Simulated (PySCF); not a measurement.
## Stretching TlN

Set-up: PySCF, spin-free X2C with a Gaussian nucleus, basis sets Tl x2c-TZVPPall, N x2c-TZVPPall. Energies in eV from Tl + N in their ground configurations at the same level. State: triplet, unpaired electrons π ↑↑.

Curves on a restricted Hartree–Fock reference rise too fast on stretching and do not dissociate correctly.

```tsv
R (Å)	ROHF-CCSD	PBE	ROHF-CCSD(T)	ROHF-SCS-MP2
1.978		-1.311		-0.571
2.070	-0.883	-1.696	-1.004	-0.952
2.162	-1.092	-1.916	-1.218	-1.162
2.231	-1.168	-2.001	-1.298	-1.238
2.300	-1.192	-2.036	-1.327	-1.262
2.369	-1.178	-2.032	-1.318	-1.247
2.461	-1.116	-1.984	-1.264	-1.183
2.576	-0.995	-1.877	-1.153	-1.054
2.714	-0.817	-1.711	-0.988	-0.859
2.898		-1.468		-0.571
```

**Question.** Put a parabola through the three lowest points of the ROHF-CCSD curve and estimate Re, k and ωe (reduced mass 13.11 u; 1 eV/Å² = 0.16022 mdyn/Å; ωe = 1302.8·√(k/μ) cm⁻¹).

**Answer.** Through R = 2.231, 2.3, 2.369 Å the second-order coefficient is 3.99 eV/Å², so Re ≈ 2.309 Å, k ≈ 1.28 mdyn/Å and ωe ≈ 407 cm⁻¹. A polynomial fit of higher order to the unrounded ROHF-CCSD energies gives Re = 2.306 Å, k = 1.26 mdyn/Å, ωe = 404 cm⁻¹; anharmonicity and rounding make the difference.

The higher-order fit for each curve: ROHF-CCSD: Re = 2.306 Å, ωe = 404 cm⁻¹, De = 1.19 eV; PBE: Re = 2.326 Å, ωe = 388 cm⁻¹, De = 2.04 eV; ROHF-CCSD(T): Re = 2.316 Å, ωe = 393 cm⁻¹, De = 1.33 eV; ROHF-SCS-MP2: Re = 2.305 Å, ωe = 409 cm⁻¹, De = 1.26 eV.

Correlated steps freeze 35 core orbitals. These are scalar-relativistic numbers at best; spin–orbit coupling would shift them, the dissociation energy most. The state is the lowest determinant that a PBE0 search found; another state may lie lower at other levels.
